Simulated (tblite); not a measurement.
Compound: C6H15OPSi.
Geometry (GFN2-xTB, Å), atoms numbered from 1 in this order:
```xyz
24
C6H15OPSi angstrom
C      2.597    1.406    0.500
C      1.118    1.365    0.769
O      0.359    2.233    0.408
C      0.649    0.132    1.474
P      0.641   -1.282    0.227
C     -0.366   -2.469    1.229
Si    -1.000   -0.565   -1.171
C     -0.167    0.499   -2.505
C     -2.408    0.394   -0.314
H      2.896    0.468    0.033
H      2.845    2.244   -0.146
H      3.137    1.504    1.440
H      1.338   -0.157    2.271
H     -0.356    0.270    1.876
H      0.225   -2.817    2.075
H     -1.286   -2.015    1.591
H     -0.607   -3.323    0.599
H     -1.545   -1.805   -1.762
H      0.729    0.019   -2.890
H     -0.841    0.669   -3.337
H      0.118    1.467   -2.104
H     -2.041    1.343    0.068
H     -2.835   -0.165    0.515
H     -3.211    0.607   -1.013
```

Computed with GFN2-xTB (tblite): harmonic, unscaled wavenumbers at the GFN2-xTB geometry, gas phase. Against measured fundamentals such values can be off by several per cent, at times by over 20. Modes of hydrogen on silicon can be 10 to 20 % off. One conformer, not necessarily the lowest.

Harmonic wavenumbers (cm⁻¹): 29.6, 53.4, 78.5, 114.3, 117.0, 121.5, 139.0, 141.6, 156.8, 165.3, 185.0, 202.7, 234.1, 254.2, 389.9, 425.1, 502.1, 545.3, 594.8, 615.6, 690.6, 703.8, 731.7, 757.9, 800.5, 830.0, 835.3, 839.7, 851.2, 865.6, 880.6, 892.9, 967.2, 993.8, 1089.2, 1154.2, 1202.3, 1318.1, 1358.4, 1363.4, 1366.9, 1420.1, 1445.2, 1447.5, 1456.0, 1456.8, 1474.9, 1478.4, 1480.8, 1484.4, 1749.4, 2126.9, 2953.3, 2963.1, 2992.7, 2999.6, 3008.7, 3019.1, 3024.2, 3024.6, 3036.2, 3039.1, 3042.6, 3047.2, 3051.8, 3052.9.

A = 1239, B = 993.3, C = 753.7 MHz; mass 162.063 u (most abundant isotopes); point group C1, symmetry number 1.

Task: What is the zero-point energy?

Result: ½Σν̃ = 42417 cm⁻¹ = 507.42 kJ/mol.

Task: Give the ideal-gas entropy at 400 K and 1 bar in the rigid-rotor, harmonic-oscillator model (classical rotation).

Result: Translation 178.42, rotation 130.14, vibration 268.99: S = 577.5 J/(mol K).

Task: And Cp and H(400 K) − H(0)?

Result: Cp = 268.01 J/(mol K), of which vibrations give 234.75 (their classical limit is 66 R = 548.8); H(400 K) − H(0) = 65.78 kJ/mol without the zero-point energy, 52.47 from vibrations.

Task: How do the functions run with temperature in this model?

Result: 
| T (K) | S (J/(mol K)) | Cp (J/(mol K)) | H − H(0) (kJ/mol) | G − H(0) (kJ/mol) | ln q(vib) |
| --- | --- | --- | --- | --- | --- |
| 100 | 331.3 | 117.5 | 7.41 | -25.72 | 3.37 |
| 200 | 429.1 | 169.3 | 21.81 | -64.02 | 8.16 |
| 300 | 507.5 | 220.4 | 41.30 | -110.94 | 12.52 |
| 500 | 641.9 | 308.6 | 94.67 | -226.26 | 20.42 |
| 800 | 807.5 | 395.9 | 201.41 | -444.57 | 30.95 |
| 1000 | 900.3 | 435.4 | 284.73 | -615.54 | 37.26 |

q(vib) and H(0) count from the zero-point level.

Task: Blend soft modes into free rotors: weight 1/[1 + (100 cm⁻¹/ν̃)⁴] for the oscillator and the rest for a rotor with moment μB/(μ + B), μ = h/(8π²ν), B = 10⁻⁴⁴ kg m². What vibrational entropy results?

Result: 246.44 J/(mol K) in place of 268.99, which changes −T·S at 400 K by +9.02 kJ/mol.

Hindered rotation and anharmonicity are outside this model. Other conformers, if any are populated, would add a mixing term that is left out. The structure is chiral; the term R ln 2 for an equal mix with its mirror image is left out.
